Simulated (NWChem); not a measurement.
System: C₂H₄BNO; SMILES CBN=C=O

The following NWChem deck was run.

```
start job
memory heap 200 mb stack 900 mb global 1100 mb
geometry units angstroms noautoz
  B     -0.895523     0.448298    -0.721299
  H     -1.738307    -0.236999    -1.229547
  C     -0.872505     1.998090    -0.944976
  H     -0.820515     2.217594    -2.021482
  H     -0.054244     2.519949    -0.439916
  H     -1.826382     2.433468    -0.612121
  N      0.072249    -0.206467     0.087736
  C      0.668950    -1.080472     0.660553
  O      1.301899    -1.880624     1.248242
end
basis spherical
  * library def2-tzvp
end
dft
  xc b3lyp
  iterations 150
  semidirect filesize 400000000
  mulliken
end
task dft energy
```

Structure relaxed at the B3LYP/6-31G* (spherical d) level.

Question: Predict the main results of this run. (B3LYP/def2-TZVP.) Quantities: energy (Ha); highest occupied level (eV); orbital gap (eV); dipole (D).

Answer: 
```json
{
  "energy (Ha)": "-233.59",
  "highest occupied level (eV)": "-8.00",
  "orbital gap (eV)": "6.31",
  "dipole (D)": "1.87"
}
```
